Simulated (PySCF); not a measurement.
A GIAO shielding run with PySCF 2.14 (density fitting, non-relativistic, gas phase) on SMILES C([C@@H]1C=C([SiH2]CC)C1)#N, C7H11NSi:

```
$ OMP_NUM_THREADS=1 python probes_run.py task.json out

{"job": {"kind": "nmr", "xc": "PBE0", "basis": "pcSseg-1"}, "charge": 0, "multiplicity": 1}
C     -3.533117     0.201593    -0.535984
C     -2.069839    -0.164492    -0.754279
Si    -0.944419     0.434246     0.655938
C      0.817253    -0.067273     0.258831
C      1.425352    -0.736774    -0.726130
C      2.812771    -0.602269    -0.140844
C      3.730444     0.166638    -0.929746
N      4.439288     0.796990    -1.569735
C      2.109353     0.182342     1.006979
H     -3.905363    -0.240046     0.385563
H     -3.653583     1.280264    -0.466023
H     -4.151578    -0.155477    -1.357996
H     -1.734769     0.263910    -1.700639
H     -1.988222    -1.248014    -0.861133
H     -1.329865    -0.187485     1.931468
H     -0.997162     1.896078     0.790742
H      1.099015    -1.207071    -1.635275
H      3.287476    -1.539315     0.163913
H      2.181625    -0.291543     1.983961
H      2.400191     1.228375     1.087657
```

Hardware: 1 thread of an Arm Neoverse N1, shared host. The job also computes population analyses, field gradients, ring-centre shieldings.

(1) How large is the calculation?

(2) How long does it take, and how much memory does it need?

## Answers

(1) 74 electrons, 215 basis functions and 1128 auxiliary functions.

(2) 77 s of wall time, with 14 SCF cycles and 5 response iterations; peak memory 0.96 GiB. Times on a shared host scatter by some tens of per cent.
